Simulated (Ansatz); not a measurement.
A further run on cis-OsCl2(PF3)4 (P4OsCl2F12).

```yaml
crystal:
  periodic: [false, false, false]
  atoms:
    - {symbol: Cl, position_ang: [0.691803, -0.221483, 2.697984]}
    - {symbol: Cl, position_ang: [2.796482, -0.097403, -0.015713]}
    - {symbol: F, position_ang: [1.138782, 1.375820, -2.600905]}
    - {symbol: F, position_ang: [-1.002964, 0.253797, -2.734005]}
    - {symbol: F, position_ang: [1.041448, -1.043809, -2.789011]}
    - {symbol: F, position_ang: [-2.612579, 1.312669, -0.079371]}
    - {symbol: F, position_ang: [-2.564849, -0.082070, 1.901490]}
    - {symbol: F, position_ang: [-2.684724, -1.110415, -0.288106]}
    - {symbol: F, position_ang: [0.472111, 3.275504, -0.473148]}
    - {symbol: F, position_ang: [1.916016, 2.721297, 1.399701]}
    - {symbol: F, position_ang: [-0.493953, 2.846803, 1.714509]}
    - {symbol: F, position_ang: [0.343501, -3.199373, -0.947031]}
    - {symbol: F, position_ang: [-0.697254, -3.038297, 1.242773]}
    - {symbol: F, position_ang: [1.727846, -3.002458, 1.037415]}
    - {symbol: Os, position_ang: [0.362774, -0.031946, 0.283089]}
    - {symbol: P, position_ang: [0.385173, 0.135562, -1.940879]}
    - {symbol: P, position_ang: [-1.849849, 0.019831, 0.482781]}
    - {symbol: P, position_ang: [0.580112, 2.219620, 0.718808]}
    - {symbol: P, position_ang: [0.450116, -2.333649, 0.389618]}
basis:
  gaussian: {orbitals: def2-mTZVPP, fitting: {mean_field: def2-universal-jkfit}}
hamiltonian: {xc: {name: revPBE0}, dispersion: d4}
scf: {omitted_lower_state_checks: [starts]}
```

```sh
$ ansatz run in.yaml --threads 2 --pin off --events-out ev --progress --plain --max-ram 22528MiB --backend cuda --devices 0, --max-vram 18GiB
```

Output, abridged:

```
Functional definition: revPBE0
1919 factors; integrals over basis functions are off by at most 1.6e0 eV
mean field evaluation 1: about -97262.1972 eV, gradient 9.5e1 eV
mean field evaluation 2: about -97241.9572 eV, gradient 1.5e2 eV
mean field evaluation 4: about -97275.0061 eV, gradient 1.2e1 eV
mean field evaluation 8: about -97275.3165 eV, gradient 2.0e-1 eV
mean field evaluation 16: about -97275.3166 eV, gradient 4.2e-5 eV
mean field -97275.31655760 eV, -3574.8019479141 hartree, gradient 4.2e-5 eV, S^2 0.000000; 0 other end points of the search recorded, 0 dependent functions left out
reference -97275.31659634 eV, -3574.8019493377 hartree; 109, 109 occupied and 377, 377 virtual orbitals, 1919 factors
Total energy: -97277.93392745 eV, -3574.8981344820 hartree
Checks for a lower state left out: starts
```

Hardware: 2 threads of AMD EPYC 7R13 on a shared host and a share (18 GiB) of an NVIDIA H100 80GB HBM3. Wall time 3.9 s, peak host memory 1 GiB.

In the def2 sets Os takes a core potential; there is no spin–orbit coupling.
